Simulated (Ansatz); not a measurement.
Born–Oppenheimer molecular dynamics of CH$_{6}$B$_{2}$Ge (10 atoms, charge 0, multiplicity 1). It goes on from the last frame of an earlier run, with new velocities.

Level of theory: RHF/def2-SVP in Ansatz.

```
ensemble                      : NVE (velocity Verlet)
time step                     : 0.25 fs
steps asked                   : 400
starting velocities drawn for : 500 K
seed                          : 925878
```

First frame:

```xyz
10
Properties=species:S:1:pos:R:3
B -1.140 0.742 1.401
B 0.371 0.946 1.607
Ge 0.614 -0.361 -0.055
C -1.422 0.162 -0.087
H -1.554 0.027 2.496
H 1.112 1.399 2.287
H 1.155 -1.699 0.221
H 1.470 0.358 -1.142
H -2.055 -0.609 -0.182
H -1.627 1.236 -0.605
```

Problem. What does the run give?

Solution. All steps were run.

- steps done: 400
- time covered: 100 fs
- mean temperature over the second half: 1203 K
- spread of the potential energy over the second half: 27.3 meV per atom
- mean potential energy of the second half above the start: -72.8 meV per atom

The conserved energy stayed within 0.33 meV per atom of its start (net change -0.13 meV per atom), so the integration is sound. The kinetic energy rose, since the run started high on the potential surface and went downhill. A run of 0.1 ps of so small a system gives no equilibrium averages.

Problem. What happens to the structure?

Solution. No bond is clearly made or broken; grazing contacts change: B1–Ge3 2.53 → 2.74 Å. Pairs count as bonded within 1.25 times the sum of covalent radii (0.12 Å more for H–H). The details hang on the random start.

Problem. How do temperature and energy run in time?

Solution. 
```tsv
time (fs)	T (K)	potential energy less start (eV)	conserved less start (meV/atom)
0	500	0.000	0.00
5	1190	-0.715	-0.08
10	1204	-0.729	-0.13
15	1259	-0.787	-0.17
20	1057	-0.578	-0.14
25	1037	-0.556	-0.13
30	1224	-0.750	-0.17
35	1428	-0.962	-0.17
40	977	-0.495	-0.18
45	1022	-0.542	-0.25
50	1309	-0.840	-0.28
55	1210	-0.736	-0.21
60	1778	-1.324	-0.20
65	1393	-0.925	-0.17
70	1354	-0.886	-0.29
75	1121	-0.645	-0.25
80	1196	-0.722	-0.24
85	1388	-0.920	-0.21
90	1210	-0.736	-0.18
95	1322	-0.852	-0.21
100	834	-0.347	-0.13
```

The run took 17 min on 2 threads of Arm Neoverse N1, with other jobs on the host, peak memory 0.22 GiB.
